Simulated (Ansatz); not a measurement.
C2H3FOZn, SMILES `[F][Zn][CH]1CO1`. The species carries charge 0 and has multiplicity 1.

```xyz
8

F    -3.0701   -1.2308   -1.1967
Zn   -1.6232   -0.3798   -0.7012
C    -0.0329    0.5497   -0.1560
C     1.0282   -0.0905    0.6349
O     1.2019    0.1190   -0.7471
H    -0.0898    1.6338   -0.0573
H     1.6518    0.5271    1.2773
H     0.9341   -1.1285    0.9462
```

Question: List the harmonic frequencies (cm⁻¹, unscaled) at PBE0-D4/def2-TZVP in Ansatz. (Estimate.)

Answer: Ansatz gave: 102, 111, 252, 280, 516, 685, 858, 930, 952, 1091, 1163, 1178, 1278, 1340, 1528, 3097, 3103, 3184.

Question: Is this a minimum?

Answer: Yes, all 18 modes are real.

Question: Give the ideal-gas thermochemistry at 298.15 K and 1 bar (rigid rotor, harmonic oscillator; point group C1, symmetry number 1).

Answer: Zero-point energy 129.5 kJ/mol; H(298) − E = 147.1 kJ/mol; entropy 327.7 J/(mol·K), of which translation 169.3, rotation 110.3, vibration 48.1; G(298) − E = 49.5 kJ/mol.

Question: And at 400, 500, 600, 800 and 1000 K?

Answer: 
```json
{"T (K)": "400", "H − E (kJ/mol)": "156.4", "S (J/mol/K)": "354.4", "G − E (kJ/mol)": "14.7"}
{"T (K)": "500", "H − E (kJ/mol)": "167.0", "S (J/mol/K)": "377.9", "G − E (kJ/mol)": "-21.9"}
{"T (K)": "600", "H − E (kJ/mol)": "178.7", "S (J/mol/K)": "399.3", "G − E (kJ/mol)": "-60.8"}
{"T (K)": "800", "H − E (kJ/mol)": "204.8", "S (J/mol/K)": "436.6", "G − E (kJ/mol)": "-144.5"}
{"T (K)": "1000", "H − E (kJ/mol)": "233.3", "S (J/mol/K)": "468.4", "G − E (kJ/mol)": "-235.1"}
```

Question: Rotational constants (cm⁻¹)?

Answer: 0.5772, 0.05459, 0.05395.
